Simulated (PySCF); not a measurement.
## Worked example: dipole moment from atomic charges

CH5AlS, SMILES C[S][AlH2]. Atoms are numbered in the order given.

```xyz
8

Al     0.2600    -1.4536     0.0000
H     -0.6584    -2.7392     0.0000
H      1.8447    -1.4690     0.0000
S     -0.7223     0.4785     0.0000
C      0.6848     1.6356     0.0000
H      0.6215     2.2631    -0.8880
H      0.6215     2.2631     0.8880
H      1.6384     1.1084     0.0000
```

Coordinates come from a PBE0-D3(BJ)/def2-TZVP optimisation.

Charges (e) from PBE0/def2-TZVPD (PySCF):

```tsv
atom	ESP fit	IAO
Al1	0.648	0.616
H2	-0.216	-0.191
H3	-0.211	-0.204
S4	-0.336	-0.210
C5	-0.213	-0.504
H6	0.128	0.168
H7	0.128	0.168
H8	0.074	0.158
```

The dipole moment of the full density is 1.45 D.

Q: What dipole moment does each set of point charges give, and which comes closer to that of the density?

A: 
μ = Σ q r, and 1 e Å = 4.8032 D.
ESP fit: Σ q r = (0.299, 0.112, 0.000) e Å, |μ| = 1.53 D.
IAO: Σ q r = (0.184, -0.062, 0.000) e Å, |μ| = 0.93 D.
ESP fit comes closer in size. Point charges leave out the atoms' own dipoles (lone pairs, polarised bonds); fits to the potential absorb them, partitions of the density don't.
